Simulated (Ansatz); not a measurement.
Ge19AsH30⁻, 50 atoms. Hardware: 11 threads of AMD EPYC 7R13 on a shared host and a whole NVIDIA H100 80GB HBM3.

Correlated methods freeze 180 core orbitals; core or outer-core shells of Ge, As are correlated, in sets that lack core-valence functions. Single mean-field runs in def2-SVP, def2-TZVP are fitted with def2-universal-jkfit.

How many basis functions does each of these Ansatz runs have, and roughly what does it cost? PBE-D4/def2-SVP, charge -1 triplet, relaxation, 52 steps; r2SCAN-D4/def2-TZVP, charge -1 singlet, energy and forces, from earlier orbitals; PBE-D4/def2-TZVP, charge -1 singlet, energy, from earlier orbitals; MP2/def2-SVP, charge -1 triplet, energy, from earlier orbitals; PBE-D4/def2-SVP, charge -1 singlet, energy, from earlier orbitals; RPA@PBE/def2-SVP, charge -1 singlet, energy, from earlier orbitals; PBE0-D4/def2-TZVP, charge -1 triplet, energy, from earlier orbitals; r2SCAN-D4/def2-TZVP, charge 0 doublet at the geometry of the charge -1 singlet, energy, from earlier orbitals; r2SCAN-D4/def2-TZVP, charge -1 triplet, energy, from earlier orbitals; MP2/def2-SVP, charge -1 singlet, energy, from earlier orbitals; PBE0-D4/def2-TZVP, charge 0 doublet at the geometry of the charge -1 singlet, energy; PBE0-D4/def2-SVP, charge -1 singlet, energy, from earlier orbitals.

Other jobs shared the machine, so times can vary by a factor of up to 3.

```
                                                                                                          run  functions  fitting or Cholesky vectors  wall time  peak host memory (GiB)
                                            PBE-D4/def2-SVP, charge -1 singlet, energy, from earlier orbitals        790                         5860      4.2 s                     1.5
                                           PBE-D4/def2-TZVP, charge -1 singlet, energy, from earlier orbitals       1140                         5860      6.5 s                     1.6
                                           PBE0-D4/def2-SVP, charge -1 singlet, energy, from earlier orbitals        790                         5860      7.5 s                     1.5
                             r2SCAN-D4/def2-TZVP, charge -1 singlet, energy and forces, from earlier orbitals       1140                         5860        8 s                     1.8
                                        r2SCAN-D4/def2-TZVP, charge -1 triplet, energy, from earlier orbitals       1140                         5860       12 s                     2.2
r2SCAN-D4/def2-TZVP, charge 0 doublet at the geometry of the charge -1 singlet, energy, from earlier orbitals       1140                         5860       13 s                     2.2
                                               MP2/def2-SVP, charge -1 singlet, energy, from earlier orbitals        790                         7850       14 s                     2.1
                                           RPA@PBE/def2-SVP, charge -1 singlet, energy, from earlier orbitals        790                         7850       18 s                     7.6
                                          PBE0-D4/def2-TZVP, charge -1 triplet, energy, from earlier orbitals       1140                         5860       23 s                     1.8
                         PBE0-D4/def2-TZVP, charge 0 doublet at the geometry of the charge -1 singlet, energy       1140                         5860       25 s                     2.1
                                               MP2/def2-SVP, charge -1 triplet, energy, from earlier orbitals        790                         7850       26 s                     2.1
                                                     PBE-D4/def2-SVP, charge -1 triplet, relaxation, 52 steps        790                         5860    3.9 min                     1.6
```
